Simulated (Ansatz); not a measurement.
Consider the redistribution: `[CH3][Ge]([CH3])([F])[Cl]` + `[OH][W]([OH])([OH])([F])([Cl])[Cl]` → `[CH3][Ge]([CH3])([F])[F]` + `[OH][W]([OH])([OH])([Cl])([Cl])[Cl]`.

Isolated molecules relaxed with PBE0-D4/def2-TZVP in Ansatz; ΔE leaves out vibrations. CCSD(T)/CBS adds triple-zeta CCSD(T) − MP2 to the extrapolated MP2 energy (def2 sets, frozen cores). DFT in def2-TZVPP. def2 core potentials past Kr. For Ge, W outer-core shells are correlated without core-valence functions, which leaves a few kJ/mol of doubt a bond. Scalar relativity is left out up to krypton. Each species was taken in one conformer, which may not be the lowest.

`[CH3][Ge]([CH3])([F])[Cl]`:

Cartesian coordinates in Å:
```
C 0.592 1.368 0.837
Ge 0.095 -0.440 0.383
C -0.655 -0.809 -1.357
F 1.533 -1.410 0.527
Cl -1.240 -1.197 1.893
H -0.288 2.012 0.828
H 1.033 1.379 1.833
H 1.321 1.743 0.117
H -1.600 -0.278 -1.477
H -0.832 -1.880 -1.450
H 0.040 -0.490 -2.134
```

`[OH][W]([OH])([OH])([F])([Cl])[Cl]`:

Cartesian coordinates in Å:
```
O -0.178 0.024 -1.848
W 0.088 -0.093 -0.025
O 1.434 1.190 0.108
O -1.206 -1.386 0.329
F 0.169 -0.013 1.868
Cl 1.678 -1.743 -0.283
Cl -1.550 1.599 0.130
H -0.745 0.557 -2.409
H 1.799 1.537 0.927
H -1.489 -1.672 1.202
```

`[CH3][Ge]([CH3])([F])[F]`:

Cartesian coordinates in Å:
```
C -1.618 -0.018 -0.571
Ge 0.165 -0.558 -0.083
C 1.418 0.695 0.672
F 0.028 -1.894 1.018
F 0.905 -1.260 -1.489
H -2.151 -0.878 -0.976
H -1.580 0.767 -1.327
H -2.152 0.354 0.304
H 1.601 1.512 -0.026
H 2.357 0.179 0.872
H 1.028 1.101 1.606
```

`[OH][W]([OH])([OH])([Cl])([Cl])[Cl]`:

Cartesian coordinates in Å:
```
O -1.816 0.624 -0.145
W -0.064 0.065 0.125
O 0.812 1.620 -0.383
O -0.405 -1.668 0.696
Cl 2.177 -0.760 0.139
Cl -0.221 -0.617 -2.128
Cl -0.163 0.813 2.294
H -2.321 0.544 -0.960
H 1.759 1.742 -0.492
H 0.241 -2.362 0.854
```

```tsv
level	ΔE (kcal/mol)	difference from CCSD(T)/CBS
PBE-D4	7.0	1.8
PBE0-D4	7.3	2.1
ωB97X-V	8.9	3.7
B2PLYP	6.4	1.2
PBE	7.5	2.3
PBE0	7.7	2.5
SCS-MP2/def2-TZVPP	4.7	-0.5
MP2/def2-QZVPP	2.6	-2.6
SCS-MP2/def2-QZVPP	4.0	-1.2
MP2/CBS(def2)	2.3	-2.9
CCSD(T)/CBS	5.2	0
```

Largest T1 diagnostic among the species: 0.022, so the coupled-cluster value is less sure than usual.

The D4 term adds −0.9 kcal/mol with B3LYP and −0.5 kcal/mol with PBE0; it sums over pairs of atoms, weighted by their polarisabilities, and B3LYP, whose exchange is more repulsive, gets the larger term. In def2-TZVPP, CCSD(T) changes the Hartree–Fock value by −4.2 kcal/mol (the triples alone add −1.2 kcal/mol) and MP2 by −7.1 kcal/mol.

B3LYP here is the variant with VWN-RPA as its local correlation; programs differ in this.
